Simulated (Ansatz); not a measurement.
`CS[SiH2]S` + H₂ → `[SiH3]S` + CH₃SH at 298.15 K and 1 bar (hydrogenolysis of the Si–S bond).

Program: Ansatz. Geometries: PBE0-D4/def2-TZVP. ΔE: electronic, gas phase. CCSD(T)/CBS adds triple-zeta CCSD(T) − MP2 to the extrapolated MP2 energy (def2 sets, frozen cores). This one scheme is used for every species. One conformer a species, not always the lowest.

| species | CCSD(T)/CBS energy (Eh) | H − E (kJ/mol) | S (J/(mol·K)) |
| --- | --- | --- | --- |
| `CS[SiH2]S` | -1126.34514 | 195.4 | 352.1 |
| H₂ | -1.17544 | 35.1 | 130.4 |
| `[SiH3]S` | -689.27336 | 102.7 | 272.7 |
| CH₃SH | -438.22835 | 133.0 | 253.2 |

H − E and S are ideal-gas, rigid-rotor, harmonic terms from PBE0-D4/def2-TZVP, for one conformer and one mirror image of each species. The MP2-based limit puts H₂ 0.8 mEh under its directly extrapolated value; such offsets cancel only in part. 1 Eh = 2625.50 kJ/mol, R = 8.31446 J/(mol·K).

Task: By hand: ΔE, ΔH, ΔS and ΔG.

Result: ΔE = (-689.27336) + (-438.22835) − (-1126.34514) − (-1.17544) = 0.01887 Eh = 49.5 kJ/mol. Δ(H − E) = 102.7 + 133.0 − 195.4 − 35.1 = 5.2, so ΔH = 54.7 kJ/mol. ΔS = 272.7 + 253.2 − 352.1 − 130.4 = 43.4 J/(mol·K). ΔG = 54.7 − 298.15 × (43.4)/1000 = 41.8 kJ/mol.

Task: By hand: the equilibrium constant, and the temperature at which ΔG would vanish if ΔH and ΔS stayed fixed.

Result: log₁₀ K = −ΔG/(RT ln 10) = -7.3. ΔG = 0 at ΔH/ΔS = 1260 K.

ΔH outweighs TΔS. A doubt of 5 kJ/mol in ΔE shifts log₁₀ K by 0.9 here. Other conformers and mirror images would add mixing entropy, several J/(mol·K) or more a flexible species. These are equilibria of isolated gas molecules and say nothing of rates. Largest T1 diagnostic: 0.011 (customary marks: 0.02 for closed shells, 0.045 for open ones).
